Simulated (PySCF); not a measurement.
## TlS₂, doublet: molecular constants

These are results of UPBE0/[Tl def2-SVP with ECP60, S def2-SVP], scalar-relativistic core potentials, density fitting, no spin–orbit coupling, PySCF, not measurements.

The structure is a minimum.

* Point group: C2v
* Bond lengths: S–S 2.013 Å, Tl–S 2.802 Å (×2)
* Bond angles: S–S–Tl 68.9° (×2), S–Tl–S 42.1°
* Rotational constants: 0.2601, 0.05059, 0.04235 cm⁻¹
* Lowest empty level (β): -3.10 eV
* Zero-point energy: 5.8 kJ/mol
* Dipole moment: 3.73 D
* Entropy at 298.15 K and 1 bar (electronic part: spin only): 314.3 J/(mol K)
* Highest occupied level (β): -5.92 eV
* Rotational symmetry number: 2
* Principal polarisabilities: 39.8, 68.0, 94.4 bohr³
* Principal quadrupole moments (Buckingham, traceless) about the centre of mass: -7.04, 1.43, 5.60 D Å
* Heat capacity Cp at 298.15 K: 53.1 J/(mol K)
* Spin squared ⟨S²⟩: 0.756
* Enthalpy at 298.15 K above 0 K: 13.39 kJ/mol
* Atomisation energy without zero-point energy: 653 kJ/mol

Harmonic modes (masses in u: Tl 204.974, S 31.972):
```tsv
symmetry	ω (cm⁻¹)	IR (km/mol)	μ (u)
b2	173	4.3	33.05
a1	202	30.9	39.98
a1	600	2.2	31.98
```

In C2v the vibrations span b2 + 2a1. Here b1 is antisymmetric to the molecular plane and b2 lies in it.

Charges (e):
```csv
atom,Mulliken,Löwdin,polar tensor,spin (Mulliken),Mayer order to Tl1
Tl1,0.37,0.08,0.66,-0.05,–
"S2,3",-0.19,-0.04,-0.33,0.53,0.55
```
Other Mayer orders above 0.3: S–S 1.46.

Mulliken populations on Tl1 (electrons outside its core potential): s 3.97, p 6.61, d 10.05.

Other isomers or separated fragments may lie lower. Spin–orbit coupling, left out here, can matter for elements this heavy.

The final relaxation and frequency run took 32 s on 2 threads of a shared Intel Xeon Platinum 8259CL @ 2.50GHz (Skylake/Cascade Lake) host, with 62 basis functions and 8 gradients; the process peaked at 0.68 GiB.
